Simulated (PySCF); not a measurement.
From computed data to an observable: chemical shift, span and skew from a shielding tensor

C4H6Si, SMILES C1=CC=C[SiH2]1. Atoms are numbered in the order given.

```xyz
11

C      0.0000     0.7422    -1.3002
C      0.0000     1.3638    -0.0880
Si     0.0000     0.0000     1.2109
C      0.0000    -1.3638    -0.0880
C      0.0000    -0.7422    -1.3002
H      0.0000     1.2855    -2.2616
H      0.0000     2.4580     0.0183
H     -1.2189     0.0000     2.0965
H      1.2189     0.0000     2.0965
H      0.0000    -2.4580     0.0183
H      0.0000    -1.2855    -2.2616
```
Charge 0, spin multiplicity 1.

Coordinates come from a PBE-D3(BJ)/def2-SVP optimisation.

GIAO shieldings from PBE0/pcSseg-1 in PySCF, non-relativistic, no solvent. The symmetric part of the tensor of C1 has the principal values -99.0, 33.3, 137.7 ppm. The same nucleus in TMS has σ = 186.3 ppm at this level (PySCF, at its B3LYP-D3(BJ)/def2-TZVP geometry).

Work out the isotropic shielding, the ¹³C shift against TMS, the span and the skew.


σ(iso) = (σ11 + σ22 + σ33)/3 = 24.0 ppm. δ = σ(ref) − σ(iso) = 186.3 − (24.0) = 162.3 ppm.
Span Ω = σ33 − σ11 = 236.7 ppm. Skew κ = 3(σ(iso) − σ22)/Ω = -0.12. Tumbling in solution averages the tensor to δ; in a static solid the shielding alone would spread this spin-1/2 line over Ω.
